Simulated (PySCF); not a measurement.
Peak assignment

Atoms are numbered as in `[O:1]=[C:2]([c:3]1[cH:4][cH:5][cH:6][cH:7][cH:8]1)[C:9]([F:10])([F:11])[F:12]`. Hydrogens are named by the atom that carries them.

Non-relativistic Hamiltonian, no solvent model, averaged over atoms made equivalent by symmetry, fast rotation or ring inversion, a single conformation. NMR shieldings at PBE0/pcSseg-1/GIAO; GFN2-xTB structure; PySCF.

Shifts are taken against calculated references (same method and geometry level): $^{13}$C (σ = 186.93 ppm), $^{1}$H (σ = 31.72 ppm) vs TMS.

Task: Assign these signals to the numbered atoms. $^{13}$C{$^{1}$H} NMR (computed): δ 186.3 (C), 142.5 (CH), 139.0 (CH), 134.5 (CH), 133.6 (C), 126.8 (C).

Result: 
| δ (ppm) | atoms | environment | reason |
| --- | --- | --- | --- |
| 186.3 | C2 | ketone carbonyl carbon | the double bond to the heteroatom, with no lone-pair donor beside it, deshields it most |
| 142.5 | C6 | aromatic CH | – |
| 139.0 | C4/C8 | aromatic CH | the aromatic region |
| 134.5 | C5/C7 | aromatic CH | – |
| 133.6 | C3 | substituted aromatic carbon | – |
| 126.8 | C9 | CF3 carbon | 3 electronegative neighbours deshield it |

C5/C7 and C3 lie closer than the usual error of such a calculation, so a measured spectrum could show them in the other order.

Task: Assign these signals to the numbered atoms. $^{1}$H NMR (300 MHz, computed): δ 8.72 (d, 2H), 8.03 (m, 1H), 7.90 (m, 2H).

Result: 
8.72 → H(C4)/H(C8), hydrogen on an aromatic CH: ring current plus the deshielding of an ortho carbonyl group
8.03 → H(C6), hydrogen on an aromatic CH
7.90 → H(C5)/H(C7), hydrogen on an aromatic CH

Splittings by $^{19}$F in the carbon and heteronuclear signals aren't shown, as no couplings were computed. Shifts are as computed. Against solution values, carbons near 30 ppm lie about +3 ppm off and those near 130 ppm about +5 ppm. Of 1211 compounds with measured shifts, 218 miss one by over three times the rms of a fit or turn the order of signals round; such compounds aren't used in these exercises. Multiplicities follow the n + 1 count of equivalent neighbours, as no J values were calculated; m marks all less simple cases, F and P coupling included.
